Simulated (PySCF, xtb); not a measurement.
# Relative energy of two structures of HInOSe

Structure a is a singlet given by its coordinates and structure b is a singlet given by its coordinates. Both are isolated molecules in the gas phase, relaxed with B3LYP-D3(BJ)/def2-SVP.

a (Å):

```xyz
4

In    0.8308   -1.6513    0.8507
O    -0.3996    0.3958    1.2536
Se   -1.3616   -0.4131   -0.2188
H    -0.8244    1.2313    1.4878
```

Close contacts (Å): In1–O2 2.42, In1–Se3 2.74, O2–Se3 1.94, O2–H4 0.97.

b (Å):

```xyz
4

In   -0.0713    1.9663   -0.8989
O    -0.2465   -0.1281   -1.2055
Se   -0.2948   -0.7931    0.4823
H     1.1613   -1.0457    0.6901
```

Close contacts (Å): In1–O2 2.12, In1–Se3 3.09, O2–Se3 1.81, Se3–H4 1.49.

Q: Which of the two would you expect CCSD(T)/def2-SVP + ΔMP2/def2-TZVPP electronic energies to favour?

A: Structure a; the calculation gives E(b) − E(a) = +0.262 eV.

Level by level:

```csv
level,geometry,E(b) − E(a) (eV),departure from the last row (eV),"job, with rough time for the two"
GFN2-xTB,GFN2-xTB,+0.555,+0.293,"optimisation, 0.16 s"
HF/STO-3G,GFN2-xTB,+0.865,+0.603,"single point, 1.7 s"
r2SCAN-D4/def2-SVP,GFN2-xTB,+0.388,+0.126,"single point, 14 s"
B3LYP-D3(BJ)/def2-SVP,B3LYP-D3(BJ)/def2-SVP,+0.402,+0.141,"optimisation, 66 s"
HF/def2-SVP,B3LYP-D3(BJ)/def2-SVP,+0.611,+0.350,part of the CCSD(T) run
MP2/def2-SVP,B3LYP-D3(BJ)/def2-SVP,+0.366,+0.104,part of the CCSD(T) run
CCSD(T)/def2-SVP,B3LYP-D3(BJ)/def2-SVP,+0.388,+0.126,single point
CCSD(T)/def2-SVP + ΔMP2/def2-TZVPP,B3LYP-D3(BJ)/def2-SVP,+0.262,,"single point, 41 s"
```

The levels shown agree on the order. The largest departure from CCSD(T)/def2-SVP + ΔMP2/def2-TZVPP is that of HF/STO-3G, 0.603 eV. The last row adds to CCSD(T) the change of the MP2 difference between the two basis sets, here −0.126 eV.

With thermal terms from frequencies at re-optimised GFN2-xTB minima (ideal gas, soft modes damped towards free rotors, one conformer each, 298.15 K, 1 atm): the zero-point term adds −0.100 eV; ΔH is +0.156 and ΔG +0.169 eV.

The correlated steps freeze 14 core orbitals; the filled d shell of In and Se is correlated, in a basis made for valence electrons. Atoms past krypton carry core potentials in the def2 sets, other sets are all-electron and non-relativistic, and no spin–orbit term is included. Codes used: PySCF 2.14.0, xtb 6.7.1; the last row on 2 threads of Arm Neoverse V1 on a shared host.
